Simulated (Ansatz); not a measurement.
```yaml
crystal:
  periodic: [false, false, false]
  atoms:
    - {symbol: C, position_ang: [-1.466467, -0.173404, 1.608115]}
    - {symbol: O, position_ang: [-0.474290, 0.753343, 1.262699]}
    - {symbol: In, position_ang: [0.742366, 0.582699, -0.322160]}
    - {symbol: C, position_ang: [0.660831, -0.957106, -1.790594]}
    - {symbol: O, position_ang: [1.921485, 2.109870, -0.317203]}
    - {symbol: H, position_ang: [-1.440105, -0.381269, 2.661450]}
    - {symbol: H, position_ang: [-2.471092, 0.286393, 1.341966]}
    - {symbol: H, position_ang: [-1.427727, -1.095871, 1.028476]}
    - {symbol: H, position_ang: [-0.315893, -0.999879, -2.264602]}
    - {symbol: H, position_ang: [1.436575, -0.837888, -2.540825]}
    - {symbol: H, position_ang: [0.928330, -1.953756, -1.259082]}
    - {symbol: H, position_ang: [1.757590, 2.688798, 0.492571]}
basis:
  gaussian: {orbitals: ANO-RCC-VTZP}
hamiltonian: {xc: {name: r2SCAN}}
correlation: {method: rpa}
scf: {max_iter: 3}
```

```sh
$ ansatz run in.yaml --threads 4 --pin off --events-out ev --progress --plain --max-ram 10444MiB
```

Shortened log:

```
Error: invalid value for `basis.gaussian`: such a run doesn't read scf.max_iter; remove what it names
```

Q: What is wrong with this run?

A: The input holds a key that doesn't belong there. The input was rejected before any iteration.
